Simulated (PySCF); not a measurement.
**B²⁺ (boron, charge +2): B3LYP calculation**

Configuration: [He] 2s1, 2S determinant. All numbers are calculated (PySCF 2.14, scalar relativity by spin-free X2C-1e, in x2c-SVPall (3s2p1d, 14 functions)).

```
Total energy                        : -23.4123 hartree
One-electron energy                 : -27.6779 hartree
Hartree (Coulomb) energy            : 7.5313 hartree
Exchange-correlation energy         : -3.2658 hartree
⟨S²⟩                                : 0.7500
⟨L²⟩                                : 0.000
Sum of ⟨r⟩                          : 2.331 bohr
Sum of ⟨r²⟩                         : 3.543 bohr²
Langevin diamagnetic susceptibility : -2.81 ×10⁻⁶ cm³/mol
Time after the integrals            : 0.06 s of wall time on 1 thread of Neoverse-N1 (shared host)
```

```csv
shell,electrons,mean orbital energy (hartree),"rms radius, mean of both spins (bohr)"
1s α,1,-8.02304,0.381
1s β,1,-7.99207,0.381
2s α,1,-1.23022,1.80
```
